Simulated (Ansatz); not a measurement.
Reactions of C₃H₆ClFSi, SMILES `C=CC[SiH](F)Cl`.

Isolated molecules relaxed with PBE0-D4/def2-TZVP in Ansatz; ΔE leaves out vibrations. CBS: MP2 limit from def2 TZ/QZ plus the TZ coupled-cluster correction, frozen cores. This one scheme is used for every species. DFT in def2-TZVPP. Elements past krypton have def2 core potentials. For Ge, In, Se outer-core shells are correlated without core-valence functions, which leaves a few kJ/mol of doubt a bond. Scalar relativity is left out up to krypton. Each species was taken in one conformer, which may not be the lowest.

```tsv
reaction	PBE0-D4 (kJ/mol)	B2PLYP (kJ/mol)	r2SCAN-D4 (kJ/mol)	CCSD(T)/CBS(def2) (kJ/mol)
`C=CC[SiH](F)Cl` → `C=C(CCl)[SiH2]F`	174	173	178	173
`C=CC[SiH](F)Cl` + `[SiH3][SiH3]` → `F[SiH](Cl)[SiH2][SiH3]` + `C=CC`	2	10	7	10
`C=CC[SiH](F)Cl` + HCl → `F[SiH](Cl)Cl` + `C=CC`	-90	-96	-95	-91
`C=CC[SiH](F)Cl` → `F[Si]Cl` + `C=CC`	160	141	166	156
`C=CC[SiH](F)Cl` + `C[SeH]` → `C[Se][SiH](F)Cl` + `C=CC`	-57	-54	-57	-56
`C=CC[SiH](F)Cl` + `[NH2][GeH3]` → `F[SiH](Cl)[NH][GeH3]` + `C=CC`	-74	-82	-77	-81
`C=CC[SiH](F)Cl` + HCl → `C=CCCl` + `F[SiH2]Cl`	75	67	75	73
`C=CC[SiH](F)Cl` + H–F → `C=CC[SiH](F)F` + HCl	-39	-52	-47	-44
`C=CC[SiH](F)Cl` + `[CH3][InH][Cl]` → `C=C[CH2][InH][Cl]` + `C[SiH](F)Cl`	-6	-7	-9	-8
`C=CC[SiH](F)Cl` → `C=CCCl` + `F[SiH]`	390	370	402	380
```

Largest T1 diagnostic: 0.015, for `F[SiH]`.
